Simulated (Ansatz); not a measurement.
A structure relaxed at PBE0-D4/def2-TZVP, charge 0, multiplicity 1:

Cartesian coordinates in Å:
```
C -0.2168 -1.3597 0.0088
C 0.8495 -0.3256 -0.3149
C 0.2717 1.0616 -0.4649
O 0.5384 1.7584 -1.4194
Zn -0.9846 1.9040 0.8536
H 0.2279 -2.3388 0.1930
H -0.9289 -1.4634 -0.8132
H -0.7815 -1.0845 0.9057
H 1.4015 -0.5768 -1.2256
H 1.5720 -0.2721 0.5106
H -1.9493 2.6970 1.7663
```

(1) Give its formula and SMILES.

(2) Summarise the bond lengths by kind.

Answers

(1) C3H6OZn, `CC[C](=O)[ZnH]`.

(2) 2 × C–C 1.510 to 1.520 Å; 5 × C–H 1.091 to 1.098 Å; 1 × C–O 1.211 Å; 1 × C–Zn 2.007 Å; 1 × H–Zn 1.547 Å.

Computed with Ansatz.
